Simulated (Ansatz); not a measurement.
Cl3Ti (SMILES [Cl][Ti+]([Cl])[Cl]), charge +1, singlet, geometry from GFN2-xTB (such geometries of metal compounds can be far from the true shape) (the multiplicity is a formal guess); CAM-B3LYP/STO-3G in Ansatz (an electronic-structure program).

Ansatz was given this input:
Ansatz 0.2 input:
```yaml
crystal:
  periodic: [false, false, false]
  atoms:
    - {symbol: Ti, position_ang: [0.10914501, 0.56295754, 0.36036279]}
    - {symbol: Cl, position_ang: [1.80190768, -0.38074871, -0.50003049]}
    - {symbol: Cl, position_ang: [-0.78707573, -1.07398983, 1.36708778]}
    - {symbol: Cl, position_ang: [-1.15607844, 0.72620526, -1.33340913]}
basis:
  gaussian:
    orbitals: STO-3G
hamiltonian:
  xc: cam_b3lyp
total_charge: 1
```

Q: What does Ansatz print? Leave out banner, timings and long lists.

A: 
```
Functional definition: CAM-B3LYP
541 factors; integrals over basis functions are off by at most 8.9e-5 eV
175 factors; integrals over basis functions are off by at most 5.5e-7 eV
mean field evaluation 1: about -60023.9986 eV, gradient 4.6e1 eV
mean field evaluation 2: about -59856.9507 eV, gradient 2.6e2 eV
mean field evaluation 4: about -60034.5570 eV, gradient 2.2e0 eV
mean field evaluation 8: about -60034.5718 eV, gradient 8.6e-3 eV
mean field -60034.57180608 eV, -2206.2298209793 hartree, gradient 2.5e-5 eV, S^2 0.000000; 0 other end points of the search recorded, 0 dependent functions left out
reference -60034.57189288 eV, -2206.2298241691 hartree; 36, 36 occupied and 9, 9 virtual orbitals, 541 factors
Total energy: -60034.57189288 eV, -2206.2298241691 hartree
```
